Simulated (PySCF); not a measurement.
A structure optimised at B3LYP-D3(BJ)/def2-SVPD, used in a PySCF frequency run:

```xyz
7

F      0.0000    -1.9421     0.0000
Sb     0.0000     0.0000     0.0000
F      0.0000     0.0000    -1.9421
F      1.9421     0.0000     0.0000
F     -1.9421     0.0000     0.0000
F      0.0000     1.9421     0.0000
F      0.0000     0.0000     1.9421
```
Charge -1, spin multiplicity 1.

### Question
Write its SMILES, formula and point group.

### Answer
[F][Sb-]([F])([F])([F])([F])[F], F₆Sb, Oh

### Question
What are its rotational constants (standard atomic weights)?

### Answer
1.7631, 1.7631, 1.7631 GHz
